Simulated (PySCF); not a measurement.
# Computed records: CH$_{6}$NOSi

Computed with PySCF 2.14.0. Calculation on a computer-drawn molecule: the log of a Hartree-Fock and frozen-core CCSD(T) single point meant for a local Hartree-Fock minimum, with one planted fault or none, to be diagnosed. Offsets are logged minus clean, where the clean run is the same molecule without the fault. The reference is restricted for singlets and unrestricted otherwise, and also for a bond in bohr or an excited solution. Adding or removing an electron swaps singlet and doublet. The excited solution moves the top pair (singlet) or top alpha electron (doublet) to the lowest empty orbital. Highest occupied and lowest empty are orbital energies over both spins, largest force is the largest gradient component, triples share is (T) over the correlation energy, the T1 limit is 0.02 restricted and 0.045 unrestricted, electrons count all cores, a negative frequency is imaginary (commonest isotopes), and the dipole is about the centre of nuclear charge.

```yaml
- formula: CH6NOSi
  logged_structure:
    atoms_angstrom:
      - [C, 0.962, -1.2701, -0.6388]
      - [Si, -0.1552, -1.8952, -2.0166]
      - ["N", -1.6085, -0.9589, -1.9593]
      - [O, 0.5185, -1.6847, -3.5162]
      - [H, 1.9219, -1.7917, -0.6525]
      - [H, 1.151, -0.1976, -0.7575]
      - [H, 0.5054, -1.4303, 0.3424]
      - [H, -2.3418, -1.1713, -2.6119]
      - [H, -2.011, -0.7576, -1.0617]
      - [H, 0.5065, -0.8065, -3.8719]
  given:
    meant_charge: 0
    meant_multiplicity: 2
    meant_basis: "cc-pV(D+d)Z"
    logged_electrons: 42
    logged_basis_functions: 95
    logged_SCF_converged: "yes"
    logged_spin_squared: 0.0
    "logged_highest_occupied [eV]": 0.71435
    "logged_lowest_empty [eV]": 9.438
    "logged_largest_force [hartree/bohr]": 0.12481
    logged_T1_diagnostic: 0.014299
    logged_D1_diagnostic: 0.056317
    logged_triples_share: 0.025097
    logged_CC_converged: "yes"
    "logged_dipole_magnitude [debye]": 4.4682
    logged_SCF_stable_within_its_kind: "yes"
    "logged_energy_HF [hartree]": -459.59657
    "logged_energy_CCSD(T) [hartree]": -460.26843
    possible_faults: "no fault, one electron removed, one electron added, multiplicity raised by two, geometry at a saddle point, SCF held on an excited solution, minimal basis STO-3G, one bond length entered in bohr, all coordinates scaled"
    drawn_bonds_atom: [1, 2, 2, 1, 1, 1, 3, 3, 4]
    drawn_bonds_other_atom: [2, 3, 4, 5, 6, 7, 8, 9, 10]
    drawn_bonds_order: [1, 1, 1, 1, 1, 1, 1, 1, 1]
  results:
    planted_fault: "one electron added"
    "HF_energy_offset_from_clean_run [kcal/mol]": 41.24
    "CCSD(T)_energy_offset_from_clean_run [kcal/mol]": 21.27
  notes: ["highest electron not bound in this basis"]
```
